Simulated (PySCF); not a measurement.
## How methods differ on the excitation energy of Ru(2+)

Ru(2+) [Kr] 4d6 (5D) → Ru(2+) [Kr] 4d5 5p1 (7P), as a difference of total energies. Computed with PySCF 2.14 in x2c-TZVPPall with one added diffuse shell each of s, p, d, f type (9s7p7d3f1g, 95 functions), with the spin-free X2C one-electron Hamiltonian (Gaussian nucleus). Correlated levels: valence: [Kr] frozen. The calculations carry no spin-orbit coupling.

```
           method  excitation energy (eV)
              UHF                   8.511
    MP2 (valence)                   9.318
SCS-MP2 (valence)                   9.838
   CCSD (valence)                   9.293
CCSD(T) (valence)                   9.323
```

How much does correlation contribute at CCSD(T) (valence)?

9.323 − (8.511) = 0.812 eV, measured against UHF.
